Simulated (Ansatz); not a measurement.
CH8N2Si2 can be A, `N[SiH2]N1C[SiH2]1`, or B, `N=C([SiH3])[SiH2]N`.

Isolated molecules relaxed with PBE0-D4/def2-TZVP in Ansatz; ΔE leaves out vibrations. CBS: MP2 limit from def2 TZ/QZ plus the TZ coupled-cluster correction, frozen cores. Functionals use def2-TZVPP. B3LYP here is the variant with VWN-RPA as its local correlation; programs differ in this. One conformer a species, not always the lowest.

Which isomer does CCSD(T)/CBS put lower? Give the gap. (Best estimate.)

Computed: A, by 83.9 kJ/mol.

Give E(B) − E(A) in kJ/mol with B2PLYP, r2SCAN-D4, ωB97M-V, B3LYP, B3LYP-D4, HF/def2-TZVPP, CCSD/def2-TZVPP. (Best estimate.)

Ansatz gave: B2PLYP 82.0, r2SCAN-D4 88.9, ωB97M-V 87.2, B3LYP 75.8, B3LYP-D4 75.5, HF/def2-TZVPP 74.9, CCSD/def2-TZVPP 81.0. None reverses the order clearly.

Largest T1 diagnostic: 0.013.

From PBE to PBE0 (25 % exact exchange), in def2-TZVPP and without D4, E(B) − E(A) moves by +12.1 kJ/mol. In def2-TZVPP, CCSD(T) changes the Hartree–Fock value by +3.1 kJ/mol (the triples alone add −3.0 kJ/mol) and MP2 by +22.0 kJ/mol.
